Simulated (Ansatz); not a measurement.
Reaction (formal exchange of groups at a B–Cl bond): `ClBCl` + `ClCC1CO1` → `ClBC1CO1` + `ClCCl`

Computed with Ansatz on PBE0-D4/def2-TZVP structures; ΔE is electronic, products minus reactants. CCSD(T)/CBS is the MP2 limit (def2-TZVPP, def2-QZVPP) plus CCSD(T) − MP2 in def2-TZVPP, frozen cores. This one scheme is used for every species. Functionals use def2-TZVPP. HSE06 is defined as in plane-wave codes. Each species was taken in one conformer, which may not be the lowest.

```csv
level,ΔE (kJ/mol)
HSE06-D4,127.8
PBE0,128.1
```

Problem. What does CCSD(T)/CBS give? (An estimate is asked.)

Solution. Computed: +129.5 kJ/mol. The listed levels differ from it by -1.7, -1.4 kJ/mol.

Largest T1 diagnostic among the species: 0.012.

From BLYP to BHLYP (50 % exact exchange), in def2-TZVPP and without D4, ΔE moves by +10.0 kJ/mol. At CCSD(T), def2-SVP lies +24.4 kJ/mol from the extrapolated value and def2-TZVPP +3.3 kJ/mol. Leaving LDA and LC-ωPBE aside and taking each functional with its dispersion term where it has one, the values, not all of them listed here, spread over 13.2 kJ/mol, from BLYP-D4 to PBE-QIDH. LDA lies +4.1 kJ/mol from PBE without D4.
